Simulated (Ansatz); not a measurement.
Steps of a relaxation of C3H6AlBr with RKS PBE0-D4/def2-TZVP.

```sh
$ ansatz run in.yaml --threads 4 --pin off --events-out ev --progress --plain --max-ram 10444MiB
```

```yaml
crystal:
  periodic: [false, false, false]
  atoms:
    - {symbol: C, position_ang: [-0.641385, -1.006452, 0.933494]}
    - {symbol: C, position_ang: [-0.328996, 0.356390, 0.320125]}
    - {symbol: Al, position_ang: [1.553959, 0.730482, -0.149026]}
    - {symbol: C, position_ang: [0.014148, 0.216542, -1.179846]}
    - {symbol: Br, position_ang: [0.228506, 2.169675, -1.844965]}
    - {symbol: H, position_ang: [-0.680892, -0.939475, 2.039458]}
    - {symbol: H, position_ang: [0.119590, -1.776788, 0.676936]}
    - {symbol: H, position_ang: [-1.623704, -1.402486, 0.587469]}
    - {symbol: H, position_ang: [-1.082526, 1.121768, 0.599344]}
    - {symbol: H, position_ang: [3.134329, 0.778972, -0.048331]}
    - {symbol: H, position_ang: [-0.627628, -0.305629, -1.914258]}
basis:
  gaussian: {orbitals: def2-TZVP}
hamiltonian: {xc: pbe0, dispersion: d4}
relax: {f_tol: 0.005, max_steps: 150}
```

Positions (Å) and forces (eV/Å) along the path, 6 of 6 steps:

```xyz
11
step=1 energy=-79836.8257 eV
C    -0.641   -1.006    0.933   -0.087   -0.259    0.081
C    -0.329    0.356    0.320   -0.047    0.280    0.083
Al    1.554    0.730   -0.149   -0.504   -0.082   -0.209
C     0.014    0.217   -1.180   -0.039   -0.075   -0.151
Br    0.229    2.170   -1.845    0.017   -0.351    0.228
H    -0.681   -0.939    2.039    0.029   -0.013   -0.536
H     0.120   -1.777    0.677   -0.341    0.384    0.101
H    -1.624   -1.402    0.587    0.468    0.204    0.153
H    -1.083    1.122    0.599    0.395   -0.425   -0.178
H     3.134    0.779   -0.048   -0.210    0.000    0.010
H    -0.628   -0.306   -1.914    0.319    0.338    0.418
11
step=2 energy=-79836.8691 eV
C    -0.637   -0.997    0.926   -0.030   -0.080    0.072
C    -0.322    0.360    0.321    0.048   -0.040    0.030
Al    1.545    0.723   -0.153   -0.342   -0.041   -0.102
C     0.017    0.200   -1.173    0.042    0.121   -0.030
Br    0.219    2.142   -1.814    0.052   -0.066   -0.013
H    -0.674   -0.934    2.020    0.002   -0.021   -0.144
H     0.117   -1.756    0.665   -0.099    0.109    0.032
H    -1.609   -1.385    0.580    0.138    0.065    0.048
H    -1.072    1.115    0.584    0.128   -0.122   -0.055
H     3.112    0.778   -0.041   -0.031    0.000    0.015
H    -0.631   -0.303   -1.895    0.090    0.075    0.148
11
step=3 energy=-79836.8754 eV
C    -0.634   -0.999    0.927    0.007    0.010   -0.042
C    -0.318    0.355    0.323    0.041    0.067    0.020
Al    1.530    0.725   -0.158   -0.029   -0.021   -0.002
C     0.014    0.209   -1.174    0.041   -0.025   -0.023
Br    0.237    2.137   -1.831   -0.019   -0.012    0.033
H    -0.669   -0.939    2.016    0.006    0.010    0.036
H     0.114   -1.755    0.665    0.029   -0.033   -0.008
H    -1.603   -1.380    0.584   -0.035   -0.017   -0.012
H    -1.063    1.104    0.587   -0.039    0.041    0.013
H     3.092    0.779   -0.033    0.026    0.002    0.009
H    -0.635   -0.293   -1.885   -0.027   -0.021   -0.023
11
step=4 energy=-79836.8760 eV
C    -0.634   -0.998    0.925   -0.003   -0.001   -0.001
C    -0.318    0.358    0.323    0.007    0.012    0.023
Al    1.531    0.723   -0.158   -0.011   -0.011   -0.005
C     0.014    0.206   -1.173    0.018    0.011   -0.023
Br    0.232    2.136   -1.826   -0.004   -0.004   -0.003
H    -0.667   -0.938    2.015    0.002   -0.002    0.007
H     0.115   -1.754    0.661    0.005   -0.004   -0.002
H    -1.604   -1.379    0.583   -0.004   -0.003   -0.001
H    -1.064    1.109    0.585   -0.007    0.002   -0.001
H     3.094    0.778   -0.030    0.005    0.002    0.006
H    -0.635   -0.298   -1.884   -0.008   -0.003    0.000
11
step=5 energy=-79836.8761 eV
C    -0.633   -0.997    0.925   -0.002   -0.002    0.002
C    -0.318    0.359    0.323   -0.001    0.006    0.016
Al    1.531    0.723   -0.158   -0.001   -0.007   -0.002
C     0.014    0.206   -1.174    0.007    0.009   -0.017
Br    0.231    2.136   -1.827   -0.001   -0.003   -0.003
H    -0.665   -0.939    2.015    0.001   -0.002    0.000
H     0.115   -1.754    0.660    0.001    0.000   -0.001
H    -1.604   -1.379    0.583    0.001    0.000    0.001
H    -1.064    1.110    0.585   -0.001   -0.003   -0.001
H     3.094    0.778   -0.027    0.000    0.001    0.003
H    -0.636   -0.298   -1.884   -0.002    0.000    0.003
11
step=6 energy=-79836.8761 eV
C    -0.633   -0.997    0.924    0.000    0.000    0.001
C    -0.317    0.359    0.323   -0.003    0.001    0.001
Al    1.531    0.721   -0.159    0.003   -0.002    0.002
C     0.014    0.206   -1.175   -0.002    0.004   -0.002
Br    0.231    2.135   -1.828    0.000   -0.002   -0.001
H    -0.663   -0.940    2.015    0.000   -0.001   -0.001
H     0.115   -1.753    0.658   -0.001    0.001    0.000
H    -1.604   -1.378    0.584    0.001    0.000    0.000
H    -1.064    1.110    0.585    0.001   -0.002    0.000
H     3.094    0.778   -0.023   -0.002    0.001   -0.001
H    -0.638   -0.298   -1.883    0.001    0.000    0.001
```

Run time 41 s (4 threads of an Arm Neoverse V1 on a shared host); peak host memory 0.69 GiB.
